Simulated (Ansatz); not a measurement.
## Relative stability

Two relaxed structures of BSiH₃Br (charge -1), closed shell (PBE0-D4/def2-TZVPD; forces vanish, vibrations not checked).

A:

```json
{"atom": "Si1", "x (Å)": "-0.8521", "y (Å)": "0.3233", "z (Å)": "-0.1118"}
{"atom": "B2", "x (Å)": "0.8695", "y (Å)": "-0.3023", "z (Å)": "0.8467"}
{"atom": "Br3", "x (Å)": "1.3791", "y (Å)": "-2.0974", "z (Å)": "0.0022"}
{"atom": "H4", "x (Å)": "-1.5865", "y (Å)": "-0.4069", "z (Å)": "-1.2264"}
{"atom": "H5", "x (Å)": "-0.6154", "y (Å)": "1.6978", "z (Å)": "-0.6846"}
{"atom": "H6", "x (Å)": "-1.9227", "y (Å)": "0.5578", "z (Å)": "0.9238"}
```

B:

```csv
atom,x (Å),y (Å),z (Å)
Si1,0.8450,-0.1878,0.2856
B2,-0.7680,0.4489,-0.4166
Br3,1.1839,-2.4737,0.5956
H4,-1.4787,-0.1811,-1.1577
H5,-0.9083,1.6502,-0.3581
H6,1.4720,0.3702,1.5267
```

Program: Ansatz 0.2.0. Basis: def2-TZVPPD. Cores are frozen in the correlated methods. Filled d shells of the heavier atoms are correlated. The def2 sets are not built for correlating such inner shells, so the correlated values are less sure here. B3LYP uses VWN-RPA correlation.

Q: Which structure is lower at CCSD(T), and by how much? (To be estimated.)

A: The calculation gives: B, by 181.0 kJ/mol (electronic energy, against the other). By their contacts, A is BSiH₃Br ([SiH3][B][Br]), total charge -1 and B is BSiH₃Br ([BH2][SiH][Br]), total charge -1.

All methods give the same order:

```
   method  E(B) − E(A) (kJ/mol)
   PBE-D4                -192.7
r2SCAN-D4                -195.6
  PBE0-D4                -192.8
 B3LYP-D4                -188.0
  wB97M-V                -184.9
       HF                -162.4
      MP2                -191.8
     CCSD                -177.2
  CCSD(T)                -181.0
```

The T1 diagnostic stays at or below 0.017. The restricted Hartree–Fock reference is unstable towards an unrestricted one at one or more of these structures.

Labels in which every atom is bracketed show which atoms are joined, not bond orders.

For scale, one of the runs: CCSD(T)/def2-TZVPPD, 193 basis functions, launched by `ansatz run in.yaml --threads 2 --pin off --events-out ev --progress --plain --max-ram 4352MiB`. The run took 90 s on 2 CPU threads of an Arm Neoverse V1 (shared host), with 2.1 GiB of host memory at its peak.
